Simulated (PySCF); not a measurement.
SrO2, triplet: molecular constants

Method: UPBE0 in PySCF with Sr def2-TZVP with ECP28, O def2-TZVP; scalar-relativistic core potentials, no spin–orbit coupling; density-fitted integrals.

The structure is a minimum.

Coordinates in bohr (charge 0 multiplicity 3):
```
Sr    0.0000    0.0000   -0.5215
O     3.7770    0.0000    1.3127
O    -3.7770    0.0000    1.3127
```

```json
{
  "Point group": "C2v",
  "Bond lengths": "Sr–O 2.222 Å (×2)",
  "Bond angles": "O–Sr–O 128.2°",
  "Spin squared ⟨S²⟩": "2.009",
  "Principal polarisabilities": "25.2, 26.8, 55.0 bohr³",
  "Enthalpy at 298.15 K above 0 K": "13.46 kJ/mol",
  "Heat capacity Cp at 298.15 K": "53.4 J/(mol K)",
  "Entropy at 298.15 K and 1 bar (electronic part: spin only)": "297.8 J/(mol K)",
  "Atomisation energy without zero-point energy": "646 kJ/mol",
  "Rotational symmetry number": "2",
  "Rotational constants": "0.7629, 0.1319, 0.1125 cm⁻¹",
  "Highest occupied level (β)": "-6.65 eV",
  "Zero-point energy": "5.5 kJ/mol",
  "Dipole moment": "6.29 D",
  "Lowest empty level (β)": "-2.70 eV",
  "Principal quadrupole moments (Buckingham, traceless) about the centre of mass": "-26.77, 13.24, 13.53 D Å"
}
```

Harmonic modes (masses in u: Sr 87.906, O 15.995):
| symmetry | ω (cm⁻¹) | IR (km/mol) | μ (u) |
| --- | --- | --- | --- |
| a1 | 82 | 57.0 | 19.16 |
| b2 | 415 | 109 | 19.65 |
| a1 | 426 | 53.6 | 16.89 |

In C2v the vibrations span 2a1 + b2. Here b1 is antisymmetric to the molecular plane and b2 lies in it.

Charges (e):
```csv
atom,Mulliken,Löwdin,polar tensor,spin (Mulliken),Mayer order to Sr1
Sr1,1.31,0.94,1.54,-0.02,–
"O2,3",-0.66,-0.47,-0.77,1.01,0.60
```

Mulliken populations on Sr1 (electrons outside its core potential): s 2.06, p 6.08, d 0.54.

Outer orbital energies (eV). α occupied: -23.26, -22.19, -9.55, -9.31, -7.73, -7.58, -7.42, -7.39; empty: -1.84, -0.31, -0.11, 0.24. β occupied: -24.29, -24.07, -21.59, -20.77, -7.03, -6.87, -6.73, -6.65; empty: -2.70, -2.16, -1.84, -0.35.

Other isomers or separated fragments may lie lower. At this level a broken-symmetry Ms = 0 minimum of D∞h symmetry lies 3 kJ/mol below this structure.

The final relaxation and frequency run took 25 s on 4 threads of a shared Intel Xeon 6975P-C (Granite Rapids) host, with 95 basis functions and 11 gradients; the process peaked at 0.92 GiB. Launch command: `OMP_NUM_THREADS=4 python axn.py task.json out`.
